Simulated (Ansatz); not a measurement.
GaH3N (`[NH2][GaH]`) radical. Total charge 0; spin multiplicity 2. All single points use the PBE0-D4/def2-TZVP geometry.

```xyz
5

N    -0.633   -0.319    0.008
Ga    0.661    0.810   -0.611
H    -0.523   -0.907    0.819
H    -1.538   -0.431   -0.417
H     2.033    0.846    0.200
```

(1) What is the dipole moment at PBE/def2-TZVPP? (Best estimate.)

(2) And with r2SCAN, B3LYP, ωB97M-V? (An estimate is asked.)

(3) Give the Mulliken charges with PBE, B3LYP, ωB97M-V in def2-TZVPP. (Estimate.)

Answers

(1) The calculation gave: 1.11 D, with components (-0.87, -0.64, 0.26) D in this frame, pointing from negative to positive charge.

(2) Ansatz gave: r2SCAN 1.08 D, B3LYP 0.97 D, ωB97M-V 0.92 D.

(3) The calculation gave: 
```tsv
atom	PBE	B3LYP	ωB97M-V
N1	-0.37	-0.38	-0.37
Ga2	0.11	0.16	0.18
H3	0.15	0.14	0.12
H4	0.15	0.14	0.12
H5	-0.04	-0.06	-0.04
```

B3LYP here is the variant with VWN-RPA as its local correlation; programs differ in this.
